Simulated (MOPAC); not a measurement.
A run for MOPAC: PM3 on InP, 2S+1 = 3, a point of a bond scan (R = 2.942 Å).

```
PM3 1SCF PRECISE CHARGE=0 UHF MS=1 THREADS=1
InP

In    -0.00000000 1    -0.00000000 1    -0.62680193 1
P      0.00000000 1     0.00000000 1     2.31498848 1
```

Output:

```
*******************************************************************************
 **                                                                           **
 **                              MOPAC v23.2.5                                **
 **                                                                           **
 *******************************************************************************
 ** MOPAC's Digital Object Identifier: https://doi.org/10.5281/zenodo.6511958 **
 **                                                                           **
 ** Please cite the open-source release paper for use of this MOPAC version:  **
 ** J. E. Moussa and J. J. P. Stewart (2026)                                  **
 ** MOPAC: An open-source semiempirical molecular orbital program             **
 ** J. Open Source Softw., 11(119), 8025, https://doi.org/10.21105/joss.08025 **
 *******************************************************************************

                              PM3 CALCULATION RESULTS

 *******************************************************************************
 *  PM3        - The PM3 Hamiltonian to be used
 *  UHF        - UNRESTRICTED HARTREE-FOCK CALCULATION
 *
 *
 *
 *                 CHARGE ON SYSTEM = 0
 *
 *
 *
 *  MS=        - IN MECI, MAGNETIC COMPONENT OF SPIN =  1.0
 *  PRECISE    - TIGHTER CRITERIA TO BE USED
 *  1SCF       - DO 1 SCF AND THEN STOP
 *  THREADS=1  - MULTI-THREADING NOT USED
 *  T=         - A TIME OF 172800.0 SECONDS REQUESTED
 *  DUMP=N     - RESTART FILE WRITTEN EVERY 7200.0 SECONDS REQUESTED
 *******************************************************************************
PM3 1SCF PRECISE CHARGE=0 UHF MS=1 THREADS=1
 InP

   ATOM   CHEMICAL          X               Y               Z
  NUMBER   SYMBOL      (ANGSTROMS)     (ANGSTROMS)     (ANGSTROMS)

     1      In         -0.00000000  *  -0.00000000  *  -0.62680193  *
     2       P          0.00000000  *   0.00000000  *   2.31498848  *



          CARTESIAN COORDINATES

    NO.       ATOM           X           Y           Z

     1        In         -0.0000     -0.0000     -0.6268
     2         P          0.0000      0.0000      2.3150

  P: (PM3): J. J. P. STEWART, J. COMP. CHEM. 10, 209 (1989).
 In: (PM3): J. J. P. STEWART, J. COMP. CHEM. 12, 320-341 (1991).

           Empirical Formula: In P  =     2 atoms



      MOLECULAR POINT GROUP   :   C*v


          UHF CALCULATION, NO. OF ALPHA ELECTRONS =    5
                           NO. OF BETA  ELECTRONS =    3

 -------------------------------------------------------------------------------
 PM3 1SCF PRECISE CHARGE=0 UHF MS=1 THREADS=1
 InP



     1SCF WAS SPECIFIED, SO BFGS WAS NOT USED
     SCF FIELD WAS ACHIEVED


                              PM3 CALCULATION
                                                       MOPAC v23.2.5 Linux




          FINAL HEAT OF FORMATION =         85.58276 KCAL/MOL =     358.07829 KJ/MOL


          COSMO AREA              =         98.86 SQUARE ANGSTROMS
          COSMO VOLUME            =         82.96 CUBIC ANGSTROMS

          IONIZATION POTENTIAL    =          7.502546 EV
          ALPHA SOMO LUMO (EV)    =         -8.075 -2.014
          BETA  SOMO LUMO (EV)    =         -7.503 -2.340
          NO. OF ALPHA ELECTRONS  =          5
          NO. OF BETA  ELECTRONS  =          3
          MOLECULAR WEIGHT        =        145.7938         POINT GROUP:  C*v

          MOLECULAR DIMENSIONS (Angstroms)

            Atom       Atom       Distance
            P     2   In     1     2.94179
            P     2   In     1     0.00000
           In     1    P     2     0.00000


          SCF CALCULATIONS        =          1





   ATOM   CHEMICAL          X               Y               Z
  NUMBER   SYMBOL      (ANGSTROMS)     (ANGSTROMS)     (ANGSTROMS)

     1      In         -0.00000000  *  -0.00000000  *  -0.62680193  *
     2       P          0.00000000  *   0.00000000  *   2.31498848  *

                             CARTESIAN COORDINATES

   1   In       -0.000000000    -0.000000000    -0.626801930
   2    P        0.000000000     0.000000000     2.314988480


           Empirical Formula: In P  =     2 atoms



      MOLECULAR POINT GROUP   :   C*v


          ALPHA EIGENVALUES
 -21.65391 -14.04829  -8.32478  -8.32478  -8.07528  -2.01409  -2.01409  -0.86231


           BETA EIGENVALUES
 -18.73660 -14.02151  -7.50255  -2.33993  -2.33993  -1.12592  -1.12592  -0.70151


              NET ATOMIC CHARGES AND DIPOLE CONTRIBUTIONS

  ATOM NO.   TYPE          CHARGE      No. of ELECS.   s-Pop       p-Pop
    1         In           0.413774        2.5862     1.98403     0.60220
    2          P          -0.413774        5.4138     1.95682     3.45696
 DIPOLE           X         Y         Z       TOTAL
 POINT-CHG.     0.000     0.000    -5.847     5.847
 HYBRID         0.000     0.000     0.437     0.437
 SUM            0.000     0.000    -5.409     5.409


          ATOMIC ORBITAL ELECTRON POPULATIONS

     Atom    s        px        py        pz
    1 In   1.98403   0.03963   0.03963   0.52294
    2  P   1.95682   0.96037   0.96037   1.53621


                    (SZ)    =    1.000000
                    (S**2)  =    2.019268


          ATOMIC ORBITAL SPIN POPULATIONS

    Atom   Total    s     px     py     pz
         Atomic
    1 In -0.0356  0.006  0.040  0.040 -0.120
    2  P  2.0356  0.005  0.960  0.960  0.110

 **********************
 *                    *
 * JOB ENDED NORMALLY *
 *                    *
 **********************




 == MOPAC DONE ==
```

The run finished.

Cost: roughly 0.020 core-seconds.
